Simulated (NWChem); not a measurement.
C₃H₄ClF; SMILES C/C(Cl)=C\F

```xyz
9

C     -1.6283    -0.1751     0.0000
C     -0.1539     0.0197     0.0000
Cl     0.4112     1.6616     0.0000
C      0.7597    -0.9534     0.0000
F      0.4024    -2.2358     0.0000
H     -2.0820     0.2924     0.8879
H     -1.8671    -1.2469     0.0000
H     -2.0820     0.2924    -0.8879
H      1.8397    -0.7905     0.0000
```
Atoms are numbered in this order, from 1.

Level: PBE0/def2-SVP (NWChem), optimised geometry, unscaled harmonic frequencies. 

| frequency (cm⁻¹) | IR intensity (km/mol) |
|---|---|
| 182 | 0.1 |
| 243 | 5.0 |
| 287 | 1.8 |
| 324 | 2.2 |
| 436 | 12.6 |
| 481 | 2.9 |
| 776 | 15.4 |
| 857 | 16.5 |
| 992 | 5.4 |
| 1048 | 0.1 |
| 1132 | 116.7 |
| 1209 | 112.8 |
| 1331 | 0.9 |
| 1404 | 10.2 |
| 1446 | 14.0 |
| 1450 | 1.9 |
| 1780 | 20.5 |
| 3061 | 9.2 |
| 3147 | 3.8 |
| 3186 | 1.3 |
| 3247 | 2.8 |

* **zero-point energy**: 40.0 kcal/mol
* **thermal correction to the enthalpy at 298.15 K (with zero-point energy)**: 44.1 kcal/mol
* **heat capacity Cv**: 18.5 cal/(mol K)
* **entropy at 298.15 K and 1 atm (symmetry number 1)**: 75.3 cal/(mol K)
* **dipole moment**: 0.45 D

Rigid rotor and harmonic oscillator.
